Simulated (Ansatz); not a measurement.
Born–Oppenheimer molecular dynamics of H3InS (5 atoms, charge 0, multiplicity 1). It starts at the highest image of a converged band. Of that band: The profile has 2 maxima (images 1, 4) with wells between them (image 2): this band takes more than one step, which may be the mechanism or a detour left from its start path. Neighbouring images differ by up to 1.5 eV, so the band resolves the path poorly. A vibrational analysis at the climbing image gives one clearly imaginary mode, 893i cm⁻¹: a first-order saddle point.

Theory: RKS r2SCAN/def2-SVP (Ansatz 0.2.0).

* ensemble: NVE (velocity Verlet)
* time step: 0.5 fs
* steps asked: 200
* starting velocities drawn for: 300 K
* seed: 5678

First frame:

```xyz
5
Properties=species:S:1:pos:R:3
S 1.156 -0.985 0.166
In -0.859 0.780 -0.428
H 0.917 -0.815 1.485
H -1.888 0.021 -1.606
H 0.725 0.924 0.342
```

**Question.** What does the run give?

**Answer.** All steps were run.

```
steps done                                               : 200
time covered                                             : 100 fs
mean temperature over the second half                    : 2860 K
spread of the potential energy over the second half      : 88.2 meV per atom
mean potential energy of the second half above the start : -198.6 meV per atom
```

The conserved energy stayed within 0.17 meV per atom of its start (net change 0.038 meV per atom), so the integration is sound. The system heated up, since it started high on the potential surface and ran downhill. A run of 0.1 ps of so small a system gives no equilibrium averages. The orbitals stay closed-shell, which can raise the energy where a bond breaks towards radicals; this wasn't checked here.

**Question.** What happens to the structure?

**Answer.** The step under study would form S1–H5 and break In2–H5. These pairs go: S1–H5 1.97 → 3.80 Å, In2–H5 1.77 → 1.82 Å. In the last frame they stand as before the step (other bonds may differ from the relaxed reactants and products). It ends as one piece, H3InS. Pairs count as bonded within 1.25 times the sum of covalent radii (0.12 Å more for H–H). Another seed would give other details.

**Question.** How do temperature and energy run in time?

**Answer.** 
```tsv
time (fs)	T (K)	potential energy less start (eV)	conserved less start (meV/atom)
0.0	300	0.000	0.00
5.0	258	0.016	0.02
10.0	202	0.038	0.07
15.0	282	0.008	0.10
20.0	866	-0.219	0.09
25.0	2239	-0.752	-0.04
30.0	3139	-1.101	-0.12
35.0	2709	-0.934	0.00
40.0	2193	-0.734	0.01
45.0	1739	-0.558	0.10
50.0	2909	-1.012	-0.07
55.0	3937	-1.411	-0.10
60.0	3858	-1.380	-0.07
65.0	2528	-0.864	-0.02
70.0	968	-0.258	0.09
75.0	1267	-0.375	0.01
80.0	2785	-0.964	-0.07
85.0	4216	-1.519	-0.08
90.0	4183	-1.506	-0.09
95.0	2427	-0.825	0.07
100.0	1843	-0.598	0.04
```

Run time: 9.6 min on 1 CPU thread of a shared host.
